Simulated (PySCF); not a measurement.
Computed with PBE0-D4/def2-TZVP run with PySCF. All species are isolated molecules in the gas phase. One relaxed conformer stands for a flexible species; it need not be the lowest. Excitations are Tamm–Dancoff values on a coarser integration grid. The basis has no diffuse functions, so Rydberg states are missing or too high.

Reference species (SMILES): `B/C(C=C)=C/N` (neutral, multiplicity 1).

- HOMO: -6.06 eV
- S1–T1 gap (TDA): 1.73 eV

Changed species: `BC(=C)C(=C)N`.

What does the change do to the HOMO and S1–T1 gap (TDA)?

the HOMO falls by 0.09 eV, to -6.15 eV; the S1–T1 gap (TDA) decreases by 0.81 eV, to 0.92 eV.
